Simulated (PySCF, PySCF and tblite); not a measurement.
One step of a conformer study of C4H7F3, numbered as in [CH3:1][CH2:2][CH2:3][C:4]([F:5])([F:6])[F:7]: PySCF 2.14.0, density-fitted response routines, GIAO PBE0/pcSseg-1 NMR shielding, non-relativistic, gas phase; conformer with -179°.

Torsions listed: C1–C2–C3–C4. Of a mirror pair one member is shown.

Input:

```
{"job": {"xc": "PBE0", "basis": "pcSseg-1", "kind": "nmr", "pop": true}, "charge": 0, "multiplicity": 1}
C     -1.967404     0.009072    -0.028094
C     -0.565467    -0.052335    -0.610694
C      0.515395     0.040682     0.455841
C      1.911439     0.000348    -0.104045
F      2.142381    -1.131837    -0.780212
F      2.137866     1.015526    -0.948040
F      2.828668     0.077466     0.865721
H     -2.146294    -0.816521     0.678921
H     -2.135243     0.952378     0.515613
H     -2.729343    -0.058961    -0.818309
H     -0.421695     0.764966    -1.335763
H     -0.430323    -0.989874    -1.174000
H      0.426071     0.976732     1.029221
H      0.433270    -0.788113     1.176567
```

Launched as:

```sh
OMP_NUM_THREADS=1 python ens_run.py task.json out
```

Output (atoms count from 0 there):

```
coarse grid: 11944 points
cycle   1  E = -455.4882473821  dE =  8.572e-01  |g| = 8.769e-01  |ddm| = 3.094e+00
cycle   2  E = -455.3765464452  dE =  1.117e-01  |g| = 1.253e+00  |ddm| = 1.018e+00
cycle   3  E = -455.6211562975  dE = -2.446e-01  |g| = 5.801e-02  |ddm| = 5.993e-01
cycle   4  E = -455.6216453187  dE = -4.890e-04  |g| = 3.403e-02  |ddm| = 6.128e-02
cycle   5  E = -455.6219013224  dE = -2.560e-04  |g| = 4.377e-03  |ddm| = 2.688e-02
cycle   6  E = -455.6219054402  dE = -4.118e-06  |g| = 1.015e-03  |ddm| = 4.374e-03
final grid: 117248 points
cycle   7  E = -455.6820982600  dE = -4.716e-05  |g| = 8.600e-03  |ddm| = 2.407e-02
cycle   8  E = -455.6820893995  dE =  8.861e-06  |g| = 1.109e-02  |ddm| = 1.386e-02
cycle   9  E = -455.6821152927  dE = -2.589e-05  |g| = 7.055e-04  |ddm| = 7.393e-03
cycle  10  E = -455.6821153661  dE = -7.338e-08  |g| = 2.489e-04  |ddm| = 5.519e-04
cycle  11  E = -455.6821153759  dE = -9.814e-09  |g| = 5.517e-05  |ddm| = 1.546e-04
cycle  12  E = -455.6821153765  dE = -6.175e-10  |g| = 1.166e-05  |ddm| = 4.667e-05
converged SCF energy = -455.6821153765

GIAO shielding tensors (ppm)
atom      isotropic    diamagn.    paramagn.     s11        s22        s33       span
  0 C      169.230     245.634     -76.404    159.566    162.192    185.932     26.366
  1 C      166.194     248.132     -81.938    157.222    169.662    171.699     14.477
  2 C      145.433     251.417    -105.984    124.960    141.700    169.639     44.679
  3 C       52.565     243.804    -191.239     48.662     51.037     57.995      9.333
  4 F      264.823     474.116    -209.294    174.541    275.011    344.916    170.375
  5 F      264.764     474.084    -209.320    174.275    274.349    345.667    171.392
  6 F      254.823     471.092    -216.270    167.723    253.913    342.832    175.109
  7 H       30.401      29.106       1.295     26.125     28.485     36.591     10.466
  8 H       30.407      29.111       1.296     26.125     28.508     36.587     10.462
  9 H       29.952      27.820       2.131     25.355     27.165     37.335     11.980
 10 H       29.811      31.108      -1.297     24.240     30.466     34.727     10.487
 11 H       29.803      31.098      -1.295     24.238     30.412     34.760     10.522
 12 H       29.605      31.252      -1.647     25.527     29.855     33.432      7.905
 13 H       29.580      31.238      -1.658     25.518     29.792     33.430      7.912
```

It took 14 s on 1 thread of Arm Neoverse V2, on a host shared with other jobs (rough), peak memory 0.89 GiB, launched as `OMP_NUM_THREADS=1 python ens_run.py task.json out`.
